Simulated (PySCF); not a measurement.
CH4BBrO, SMILES CB(O)Br. Heavy atoms are numbered as in [B:1]([Br:2])([CH3:3])[OH:7]. Hydrogens are named by the atom that carries them.

Coordinates come from a PBE0-D3(BJ)/def2-SVP optimisation. The values are those of a single conformer.

These are PBE/pcSseg-1 in PySCF values and carry that method's errors.

GIAO shieldings, no solvent; atoms alike by connectivity are averaged. δ = σ(ref) − σ: ¹¹B against BF3 (σ = 83.9 ppm); ¹³C against TMS (σ = 182.0 ppm); ¹H against TMS (σ = 31.49 ppm); ¹⁷O against H2O (σ = 334.3 ppm), references at their B3LYP-D3(BJ)/def2-TZVP geometries, non-relativistic (without spin–orbit terms, shifts of atoms bonded to Cl or Br come out too high).

Computed chemical shifts:
| nucleus | atoms | count | δ (ppm) |
|---|---|---|---|
| ¹¹B | B1 | 1 | 35.6 |
| ¹³C | C3 (CH3) | 1 | 9.8 |
| ¹H | H on O7 | 1 | 5.96 |
| ¹H | H on C3 | 3 | 1.08 |
| ¹⁷O | O7 (OH) | 1 | 220.1 |
